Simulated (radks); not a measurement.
All-electron atom: Xe5+ in [Kr] 4d10 5s2 5p1 (the NIST ground configuration). Calculated with a radial shooting solver on a logarithmic mesh with Libxc functionals: Dirac Kohn-Sham, exchange-only PBE, spin-unpolarised, spherical densities, finite nucleus; open shells fill j = l - 1/2 first; Fermi nuclear charge, rms radius 4.7859 fm.

Normalised radial functions P(r) = r R(r) (large component), r in bohr:

```
   r/bohr * 4s1/2, o 5s1/2 (the largest magnitude, 1.4, reaches the edge; | marks zero, & curves that meet)
 0.004309                             | o *
 0.006531                             | o  *
 0.009901                             |  o  *
  0.01513                             |  o  *
  0.02293                             | o *
  0.03477                            *o
   0.0527                      *   o  |
  0.08053                   *     o   |
   0.1221                          * o|
   0.1851                             |    o      *
   0.2828                             |    o      *
   0.4286                  *    o     |
   0.6498  *                  o       |
    0.985            *                |      o
    1.505                          *  |                 o
    2.282                             *          o
    3.459                             * o
    5.285                             &
```

4s1/2: eigenvalue -256.32 eV, 3 radial nodes at r = 0.0331, 0.132, 0.362 bohr, <r> = 0.716 bohr, 90 % of the charge inside 1.03 bohr. 5s1/2: eigenvalue -72.464 eV, 4 radial nodes at r = 0.0331, 0.131, 0.349, 0.847 bohr, <r> = 1.68 bohr, 90 % of the charge inside 2.39 bohr.
